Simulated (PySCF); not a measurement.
**Radial density of Fe³⁺ (iron, charge +3)**

LDA, [Ar] 3d5, high-spin 6S determinant. Calculation: PySCF 2.14, in def2-SVP; no relativity, point nucleus.

| r (bohr) | 4πr²ρ (e/bohr) | 4πr²(ρα − ρβ) |
| --- | --- | --- |
| 0.00109 | 0.1650 | 0.0000 |
| 0.00183 | 0.4558 | 0.0000 |
| 0.00309 | 1.217 | 0.0000 |
| 0.00519 | 3.070 | 0.0000 |
| 0.00873 | 7.248 | 0.0001 |
| 0.0147 | 15.04 | 0.0002 |
| 0.0247 | 25.53 | 0.0004 |
| 0.0416 | 31.16 | 0.0007 |
| 0.0699 | 26.02 | 0.0046 |
| 0.118 | 26.74 | 0.0538 |
| 0.198 | 34.64 | 0.4416 |
| 0.333 | 18.17 | 1.9708 |
| 0.560 | 14.61 | 4.5580 |
| 0.941 | 12.73 | 4.2943 |
| 1.58 | 2.373 | 1.3055 |
| 2.66 | 0.1097 | 0.0991 |
| 4.48 | 0.0002790 | 0.0002 |
